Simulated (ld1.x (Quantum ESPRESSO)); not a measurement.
Which change was made? (I, TM)

```
Element                 : I
Generator               : ld1.x (Quantum ESPRESSO) 7.5
Type                    : norm-conserving Troullier–Martins (Kleinman–Bylander form)
Functional              : PBE
Relativity              : scalar-relativistic
Frozen core             : [Kr]
Valence charge          : 17
Reference configuration : 4d10 5s2 5p3.5 (charge +1.5)
Partial waves           : 5s (bound): rc 1.35 bohr; 4d (bound): rc 1.20 bohr; 5p (bound): rc 2.10 bohr
Local potential         : the p channel
Core correction         : a·sin(br)/r model core, default radius (core density twice the valence density)
```

Cutoffs, loose and tight: the cutoffs (Ry, on a coarse ladder) from which the occupation-weighted sum of valence levels, in a spherical-Bessel basis at the reference potential, stays within 10 and 1 mRy of its value at 400 Ry. They do not see the model core or the augmentation charge, which bear on the density cutoff. Test errors are all-electron minus pseudo excitation energies from the reference, over the configurations 4d10 5s2 5p5; 4d10 5s2 5p4; 4d10 5s2 5p3; 4d10 5s2 5p4.5; 4d10 5s2 5p2; 4d9 5s2 5p5; 4d9 5s2 5p6; variants that change the core or the reference have their own tests. The largest error is taken over the tests solved by every variant that gives reliable tests at all, those not shown here included: 4d10 5s2 5p3; 4d10 5s2 5p4; 4d10 5s2 5p4.5; 4d10 5s2 5p5.

The base gives: outcome: generated; cutoff, loose: 120 Ry; cutoff, tight: 200 Ry; bound ghosts: none; largest test error (meV): +12.

After one change the result is: outcome: generated; cutoff, loose: 110 Ry; cutoff, tight: 180 Ry; bound ghosts: none; largest test error (meV): +19. Which change was it?
A. all radii but the core radius scaled by about 1.36 (s 1.84, p 2.86, d 1.64 bohr)
B. all radii but the core radius scaled by about 1.17 (s 1.58, p 2.46, d 1.40 bohr)
C. all radii but the core radius scaled by about 0.86 (s 1.16, p 1.82, d 1.04 bohr)

B. The others give: all radii but the core radius scaled by about 1.36 (s 1.84, p 2.86, d 1.64 bohr) → outcome: generated; cutoff, loose: 90 Ry; cutoff, tight: 160 Ry; bound ghosts: s; largest test error (meV): -14 | all radii but the core radius scaled by about 0.86 (s 1.16, p 1.82, d 1.04 bohr) → outcome: generated; cutoff, loose: 180 Ry; cutoff, tight: 260 Ry; bound ghosts: none; largest test error (meV): +11.
